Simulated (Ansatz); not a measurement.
Si(vinyl)(NCO)3 (C₅H₃N₃O₃Si). The state is a triplet with charge 0. Geometry PBE-D4/def2-SVP, that of the neutral singlet.

Cartesian coordinates in Å:
```
Si 0.2891 0.0170 -0.0388
C -1.0048 -1.1356 -0.6894
C -2.3115 -1.0320 -0.3745
H -0.6786 -1.9424 -1.3710
H -2.6820 -0.2432 0.3024
H -3.0669 -1.7287 -0.7763
N 1.0733 0.8567 -1.3172
C 1.5423 1.4312 -2.2737
O 2.0076 1.9909 -3.2028
N 1.5063 -0.8383 0.8218
C 2.3352 -1.4459 1.4607
O 3.1451 -2.0410 2.0792
N -0.4347 1.1664 1.0164
C -0.7103 2.0474 1.8011
O -1.0102 2.8975 2.5620
```

At PBE0-D4/def2-TZVP a singlet of charge 0 lies 3.97 eV below the triplet at the same geometry.

Estimate the α-spin orbital energies around the gap (eV) in Ansatz with PBE-D4/def2-TZVP, r2SCAN-D4/def2-TZVP, PBE0-D4/def2-TZVP.


| orbital | PBE-D4/def2-TZVP | r2SCAN-D4/def2-TZVP | PBE0-D4/def2-TZVP |
| --- | --- | --- | --- |
| HOMO−5 | -8.27 | -8.60 | -9.73 |
| HOMO−4 | -7.96 | -8.28 | -9.39 |
| HOMO−3 | -7.76 | -8.05 | -9.15 |
| HOMO−2 | -7.74 | -8.03 | -9.13 |
| HOMO−1 | -7.48 | -7.76 | -8.84 |
| HOMO | -3.39 | -3.81 | -4.71 |
| LUMO | -1.31 | -1.01 | -0.31 |
| LUMO+1 | -1.17 | -0.85 | -0.17 |
| LUMO+2 | -1.10 | -0.83 | -0.12 |
| LUMO+3 | -0.50 | -0.16 | 0.50 |
| LUMO+4 | -0.20 | 0.23 | 0.72 |
| LUMO+5 | -0.10 | 0.33 | 1.05 |
| β HOMO | -7.46 | -7.74 | -8.82 |
| β LUMO | -6.43 | -5.85 | -5.18 |
